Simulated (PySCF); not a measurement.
AlF2, SMILES [F][Al][F], multiplicity 2. Atoms are numbered in the order given.

```xyz
3

Al     0.0000     0.0000     0.4807
F      0.0000    -1.4308    -0.3472
F      0.0000     1.4308    -0.3472
```
Charge 0, spin multiplicity 2.

Geometry: B3LYP-D3(BJ)/def2-TZVP. The spin state was assumed, not searched. The isomer is the one that the SMILES or the coordinates give; other isomers of the formula were not compared.

Method: PySCF with B3LYP/pcH-1.

Unrestricted Kohn–Sham, ⟨S²⟩ = 0.751. Hyperfine tensors hold the contact and dipolar terms, without spin-orbit corrections.

Computed hyperfine couplings:
| nucleus | A(iso) (MHz) | A(iso) (G) | dipolar principal values (MHz) |
|---|---|---|---|
| 27Al no. 1 | 1676.5 | 598.2 | -41.3, -35.4, 76.8 |
| 19F no. 2 | 398.1 | 142.0 | -141.1, -123.3, 264.5 |
| 19F no. 3 | 398.1 | 142.0 | -141.1, -123.3, 264.5 |

Question: And the g tensor (effective nuclear charges for spin-orbit coupling, GIAO)? (Estimate from the structure and the level; the computed values follow.)

Answer: principal values 1.9980, 2.0007, 2.0013; isotropic 2.0000.
